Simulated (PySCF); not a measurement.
PySCF job for BH3, SMILES B, TDA-PBE/def2-TZVPD. The structure is a stationary point at B3LYP-D3(BJ)/def2-TZVPD. The isomer is the one that the SMILES or the coordinates give; other isomers of the formula were not compared.

```python
import numpy as np
from pyscf import gto, scf, dft, tdscf

mol = gto.M(
    atom='''
    B     0.00000000    0.00000000   -0.00000000
    H    -1.18936010    0.00000000    0.00000000
    H     0.59468005   -1.03001606    0.00000000
    H     0.59468005    1.03001606    0.00000000
    ''',
    basis='def2-TZVPD',
    charge=0,
    spin=0,
    symmetry=True,
    max_memory=1600,
    verbose=4,
)
mf = dft.RKS(mol, xc='pbe').density_fit(auxbasis='def2-universal-jkfit')
mf.grids.level = 3
mf.conv_tol = 1e-9
mf.max_cycle = 100
mf.kernel()
mf.grids = dft.Grids(mol).set(level=1).build(with_non0tab=True)  # coarser grid for the response kernel
td = tdscf.TDA(mf)
td.singlet = True
td.nstates = 10
td.conv_tol = 1e-4
td.positive_eig_threshold = 1e-6
td.kernel(x0=td.get_init_guess(mf, 15))
td.analyze()
tt = tdscf.TDA(mf)
tt.singlet = False
tt.nstates = 4
tt.conv_tol = 1e-4
tt.positive_eig_threshold = 1e-6
tt.kernel(x0=tt.get_init_guess(mf, 9))
tt.analyze(verbose=3)
```

Program output:

```
PySCF version 2.14.0

[INPUT] verbose = 4
[INPUT] num. atoms = 4
[INPUT] num. electrons = 8
[INPUT] charge = 0
[INPUT] spin (= nelec alpha-beta = 2S) = 0
[INPUT] symmetry True subgroup None
[INPUT] Mole.unit = angstrom
[INPUT] Symbol           X                Y                Z      unit          X                Y                Z       unit  Magmom
[INPUT]  1 B      0.000000000000   0.000000000000   0.000000000000 AA    0.000000000000   0.000000000000   0.000000000000 Bohr   0.0
[INPUT]  2 H     -1.189360100000   0.000000000000   0.000000000000 AA   -2.247564852485   0.000000000000   0.000000000000 Bohr   0.0
[INPUT]  3 H      0.594680050000  -1.030016060000   0.000000000000 AA    1.123782426243  -1.946448257304   0.000000000000 Bohr   0.0
[INPUT]  4 H      0.594680050000   1.030016060000   0.000000000000 AA    1.123782426243   1.946448257304   0.000000000000 Bohr   0.0

nuclear repulsion = 7.44452414618929
point group symmetry = D3h, use subgroup C2v
symmetry origin: [0. 0. 0.]
symmetry axis x: [ 0.  1. -0.]
symmetry axis y: [0. 0. 1.]
symmetry axis z: [ 1. -0.  0.]
num. orbitals of irrep A1 = 29
num. orbitals of irrep A2 = 6
num. orbitals of irrep B1 = 17
num. orbitals of irrep B2 = 12
number of shells = 28
number of NR pGTOs = 85
number of NR cGTOs = 64
basis = def2-TZVPD
ecp = {}


[settings echo left out]
init E= -26.3274480507507
HOMO (B1) = -0.377946861734195  LUMO (B2) = -0.155286872140669  gap/eV = 6.05889
cycle= 1 E= -26.5437290363912  delta_E= -0.216  |g|= 0.144  |ddm|= 1.16
HOMO (B1) = -0.278423780733807  LUMO (B2) = -0.0839188276137392  gap/eV = 5.29275
cycle= 2 E= -26.5476475795472  delta_E= -0.00392  |g|= 0.109  |ddm|= 0.25
HOMO (B1) = -0.311190218711309  LUMO (B2) = -0.113700262715607  gap/eV = 5.37398
cycle= 3 E= -26.5522184582964  delta_E= -0.00457  |g|= 0.0181  |ddm|= 0.112
HOMO (B1) = -0.31197474165942  LUMO (B2) = -0.112248435028816  gap/eV = 5.43483
cycle= 4 E= -26.5523187546771  delta_E= -0.0001  |g|= 0.000656  |ddm|= 0.0159
HOMO (B1) = -0.311653423825372  LUMO (B2) = -0.11205759259772  gap/eV = 5.43128
cycle= 5 E= -26.5523189014252  delta_E= -1.47e-07  |g|= 1.86e-05  |ddm|= 0.000636
HOMO (B1) = -0.311653098385997  LUMO (B2) = -0.112055910372124  gap/eV = 5.43132
cycle= 6 E= -26.5523189014623  delta_E= -3.71e-11  |g|= 2.89e-06  |ddm|= 2.89e-05
HOMO (B1) = -0.311654051597702  LUMO (B2) = -0.112057147584518  gap/eV = 5.43131
Extra cycle  E= -26.5523189014625  delta_E= -2.2e-13  |g|= 2.76e-06  |ddm|= 4.72e-06
converged SCF energy = -26.5523189014625
tot grids = 12600
Overwritten attributes  positive_eig_threshold  of <class 'pyscf.tdscf.rks.TDA'>


******** <class 'pyscf.tdscf.rks.TDA'> for <class 'pyscf.df.df_jk.DFSymAdaptedRKS'> ********
nstates = 10 singlet
deg_eia_thresh = 1.000e-03
wfnsym = None
conv_tol = 0.0001
eigh lindep = 1e-12
eigh level_shift = 0
eigh max_cycle = 100


Excitation energies (eV)
[ 5.63112816  5.63113368  8.62510322  8.62513566 10.41250639 10.4269432
 10.42863319 10.52848134 10.56548456 10.57018104]

** Singlet excitation energies and oscillator strengths **
Excited State   1:   A2      5.63113 eV    220.18 nm  f=0.0000
       4 -> 5        -0.70673
Excited State   2:   B2      5.63113 eV    220.18 nm  f=0.0000
       3 -> 5        -0.70673
Excited State   3:   B1      8.62510 eV    143.75 nm  f=0.0875
       4 -> 6        -0.70621
Excited State   4:   A1      8.62514 eV    143.75 nm  f=0.0875
       3 -> 6         0.70621
Excited State   5:   B1     10.41251 eV    119.07 nm  f=0.0000
       3 -> 7         0.48604
       3 -> 9        -0.10767
       4 -> 8        -0.49057
       4 -> 10       -0.10698
Excited State   6:   A1     10.42694 eV    118.91 nm  f=0.0166
       3 -> 8        -0.48660
       3 -> 10        0.10709
       4 -> 7         0.48629
       4 -> 9         0.10766
Excited State   7:   B1     10.42863 eV    118.89 nm  f=0.0169
       3 -> 7         0.48859
       3 -> 9         0.10832
       4 -> 8         0.48390
       4 -> 10       -0.10829
Excited State   8:   B1     10.52848 eV    117.76 nm  f=0.0000
       3 -> 7         0.10697
       3 -> 9         0.48795
       4 -> 8        -0.10789
       4 -> 10        0.48847
Excited State   9:   A1     10.56548 eV    117.35 nm  f=0.0000
       3 -> 8        -0.25984
       3 -> 10       -0.42596
       4 -> 7        -0.26031
       4 -> 9         0.42534
Excited State  10:   B2     10.57018 eV    117.30 nm  f=0.0424
       2 -> 5        -0.59853
       3 -> 13        0.25823
       4 -> 12        0.25827

** Transition electric dipole moments (AU) **
state          X           Y           Z        Dip. S.      Osc.
  1        -0.0000      0.0000      0.0000      0.0000      0.0000
  2        -0.0000     -0.0000      0.0000      0.0000      0.0000
  3         0.0000      0.6436     -0.0000      0.4142      0.0875
  4        -0.6436      0.0000     -0.0000      0.4143      0.0875
  5         0.0000     -0.0008     -0.0000      0.0000      0.0000
  6         0.2552     -0.0000      0.0000      0.0651      0.0166
  7        -0.0000      0.2573     -0.0000      0.0662      0.0169
  8        -0.0000     -0.0009      0.0000      0.0000      0.0000
  9        -0.0011     -0.0000     -0.0000      0.0000      0.0000
 10         0.0000     -0.0000     -0.4045      0.1636      0.0424

** Transition velocity dipole moments (imaginary part, AU) **
state          X           Y           Z        Dip. S.      Osc.
  1         0.0000     -0.0000      0.0000      0.0000      0.0000
  2         0.0000      0.0000      0.0000      0.0000      0.0000
  3        -0.0000      0.2031     -0.0000      0.0412      0.0867
  4        -0.2031     -0.0000     -0.0000      0.0412      0.0867
  5         0.0000     -0.0003     -0.0000      0.0000      0.0000
  6         0.0990     -0.0000      0.0000      0.0098      0.0171
  7        -0.0000      0.0997     -0.0000      0.0099      0.0173
  8        -0.0000     -0.0003      0.0000      0.0000      0.0000
  9        -0.0004     -0.0000     -0.0000      0.0000      0.0000
 10         0.0000     -0.0000     -0.0359      0.0013      0.0022

** Transition magnetic dipole moments (imaginary part, AU) **
state          X           Y           Z
  1         1.2946      0.0000      0.0000
  2         0.0000     -1.2946      0.0000
  3         0.0000      0.0000     -0.0002
  4         0.0000     -0.0000     -0.0000
  5         0.0000     -0.0000     -0.4951
  6         0.0000     -0.0000     -0.0000
  7        -0.0000     -0.0000     -0.0015
  8         0.0000     -0.0000      0.9053
  9        -0.0000     -0.0000     -0.0000
 10         0.0000      0.0000      0.0000


******** <class 'pyscf.tdscf.rks.TDA'> for <class 'pyscf.df.df_jk.DFSymAdaptedRKS'> ********
nstates = 4 triplet
deg_eia_thresh = 1.000e-03
wfnsym = None
conv_tol = 0.0001
eigh lindep = 1e-12
eigh level_shift = 0
eigh max_cycle = 100


Excitation energies (eV)
[4.79693239 4.79700343 8.3876751  8.40619264]

** Triplet excitation energies and oscillator strengths **
Excited State   1:   A2      4.79693 eV    258.47 nm  f=0.0000
Excited State   2:   B2      4.79700 eV    258.46 nm  f=0.0000
Excited State   3:   B2      8.38768 eV    147.82 nm  f=0.0000
Excited State   4:   B1      8.40619 eV    147.49 nm  f=0.0000
```

The run converged.

Cost: about 4 core-seconds (a rough figure).
